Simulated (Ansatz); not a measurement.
This geometry of CH4MgOSi (8 atoms, charge 0, multiplicity 1) is a first-order saddle point.

All numbers below come from RKS B3LYP/def2-SVPD in Ansatz.

```xyz
8
Properties=species:S:1:pos:R:3
C -0.697 0.734 -0.227
Si 0.948 0.260 -0.768
O 1.408 -1.016 0.059
Mg -0.355 -1.084 1.132
H -1.471 0.674 -1.009
H -0.757 1.735 0.231
H 1.927 0.774 -1.770
H -1.002 -2.078 2.354
```

Problem. Which two structures does it join? (They come from a converged band through this point; their orientation in space is the band's.)

Solution. No bond is made or broken. The dihedral H5–C1–Si2–O3 goes from -180 to 0°. The two ends are copies of one structure, up to a mirror image or an exchange of like atoms.

Image 0:

```xyz
8
Properties=species:S:1:pos:R:3
C -0.648 1.576 -0.921
Si 0.478 0.317 -0.679
O 0.438 -0.864 0.436
Mg 0.152 -2.066 1.773
H -0.459 2.288 -1.727
H -1.555 1.739 -0.337
H 1.675 0.202 -1.545
H -0.080 -3.192 2.999
```

Image 10:

```xyz
8
Properties=species:S:1:pos:R:3
C -0.647 1.581 -0.927
Si 0.473 0.318 -0.675
O 0.428 -0.854 0.451
Mg 0.155 -2.068 1.779
H -1.552 1.754 -0.343
H -0.456 2.286 -1.739
H 1.669 0.189 -1.541
H -0.068 -3.206 2.994
```

Problem. How far does it lie above each of them?

Solution. 35.5 kJ/mol above the first and 35.5 kJ/mol above the second. This is the barrier of this one path; another mechanism may lie lower.

Run time: 15 min on 2 threads of Arm Neoverse V2 (shared host), peak memory 0.3 GiB.
